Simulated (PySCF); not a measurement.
# SMILES Cc1cnccn1, C$_{5}$H$_{6}$N$_{2}$

Cartesian coordinates in Å; atom numbers follow the order of the lines, from 1:
```xyz
13

C     2.040   -0.512   -0.245
C     0.596   -0.155   -0.076
C     0.187    0.873    0.793
N    -1.085    1.205    0.959
C    -1.979    0.513    0.257
C    -1.589   -0.507   -0.608
N    -0.312   -0.839   -0.773
H     2.490   -0.821    0.711
H     2.623    0.345   -0.618
H     2.129   -1.339   -0.961
H     0.931    1.438    1.368
H    -3.036    0.775    0.382
H    -2.333   -1.071   -1.182
```

Computed with UKS PBE0/def2-SVP four-point reorganisation energy, gas phase (PySCF 2.14.0). Geometry: PBE0/def2-SVP.

Question: What is the inner reorganisation energy for hole transfer, with the ionisation energy?

Answer: λ = 0.366 (surface of the oxidised species) + 0.357 (surface of the starting species) = 0.723 eV. The ionisation energy is 9.17 eV vertical and 8.81 eV adiabatic without zero-point energy; at the relaxed geometry of the oxidised species the two energies differ by 8.45 eV. Largest bond changes: C2–C3 1.406 → 1.448 Å, C3–N4 1.325 → 1.293 Å, N7–C2 1.333 → 1.304 Å, C5–C6 1.393 → 1.421 Å, C6–N7 1.331 → 1.303 Å. ⟨S²⟩ of the relaxed oxidised species 0.754.
